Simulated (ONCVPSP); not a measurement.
**u(r) = r·R(r): atom against pseudo-atom (oxygen (O))**

Columns: radius, all-electron u(r) and pseudo u(r) of the 2s shell (level -23.91 eV) of oxygen in the configuration [He] 2s2 2p4; PBE, non-relativistic, ONCV scheme, ONCVPSP 4.0.1.

```
r (bohr)  all-electron  pseudo
   0.108       -0.4197  0.0863
   0.215       -0.2008  0.2005
   0.322        0.1514  0.3541
   0.430        0.4707  0.5366
   0.538        0.7068  0.7169
   0.645        0.8570  0.8571
   0.752        0.9364  0.9364
   0.860        0.9623  0.9623
   0.968        0.9496  0.9496
   1.075        0.9117  0.9117
   1.182        0.8582  0.8582
   1.290        0.7957  0.7957
   1.398        0.7294  0.7294
   1.505        0.6634  0.6634
   1.612        0.5994  0.5994
   1.720        0.5380  0.5380
   1.828        0.4808  0.4808
   1.935        0.4286  0.4286
   2.042        0.3809  0.3809
   2.150        0.3373  0.3373
   2.258        0.2980  0.2980
   2.365        0.2632  0.2632
   2.472        0.2321  0.2321
   2.580        0.2041  0.2041
   2.688        0.1794  0.1794
   2.795        0.1576  0.1576
```

(1) How many radial nodes do the two functions have?

(2) At about which radius was the pseudo-wave matched?

(3) Is the pseudo-wave norm-conserving?

Answers

(1) The all-electron 2s function has n − l − 1 = 1; the pseudo-wave has 0, since the states of the same l below it are removed with the core.

(2) 0.70 bohr, where the columns begin to agree (steps of 0.11 bohr).

(3) Yes: the ONCV scheme keeps the norm inside the radius equal to the all-electron one, which fixes the energy derivative of the logarithmic derivative at the level.
